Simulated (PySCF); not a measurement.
Start geometry of `[SiH3]CCCBr` from GFN2-xTB (Å):
```
atom  x, y, z in Å
Si1   -2.1469   -0.2150   -0.4946
C2    -0.2811   -0.1105   -0.7118
C3     0.4387    0.1002    0.6019
C4     1.9901    0.1661    0.3740
Br5    2.9273    0.4228    2.0417
H6    -2.4985   -1.3045    0.3816
H7    -2.7550   -0.3902   -1.8182
H8    -2.6171    1.0733    0.0824
H9     0.0819   -1.0213   -1.1555
H10   -0.0191    0.7035   -1.3829
H11    0.2221   -0.7194    1.3063
H12    0.1316    1.0325    1.0866
H13    2.2005    1.0096   -0.2768
H14    2.3185   -0.7621   -0.0423
```

Task: What comes out of this run: PBE0-D3(BJ)/def2-SVP geometry optimisation, gas phase (PySCF 2.14.0)?

Result: 
```
atom  x, y, z in Å
Si1   -2.1663    0.0123   -0.5204
C2    -0.2870    0.0164   -0.7128
C3     0.4670    0.2034    0.6035
C4     1.9666    0.1447    0.4005
Br5    2.9397    0.3864    2.0676
H6    -2.5913   -1.1025    0.3810
H7    -2.8198   -0.1667   -1.8530
H8    -2.6289    1.3045    0.0744
H9     0.0032   -0.9337   -1.1953
H10   -0.0204    0.8149   -1.4272
H11    0.1726   -0.5697    1.3327
H12    0.2037    1.1720    1.0595
H13    2.3193    0.9371   -0.2738
H14    2.2872   -0.8257   -0.0010
```

The energy falls by 0.152 eV over 5 energy and gradient evaluations, the largest force component goes from 0.0415 to 4.4e-04 Eh/bohr, and the atoms move by 0.050 Å rms after alignment. Among the bonds, C3–C4 and Si1–H6 change most and about equally (-0.055 to +0.054 Å). Bonds longer at the end by more than 0.005 Å: 11 of 13; shorter: 1. Among the angles that change most is H13–C4–H14, from 112.4° to 108.6°. Rotational constants go from 12389, 603.4, 585.5 to 12412, 597.4, 580.1 MHz. The orientation of the end geometry is arbitrary; only internal coordinates are fixed.

The run used 137 basis functions and 31 SCF cycles in all. The run took 35 s wall on an Arm Neoverse V2 with one thread, on a shared host, and the process peaked at 0.55 GiB of memory.

No frequency check. One conformer, not necessarily the lowest.
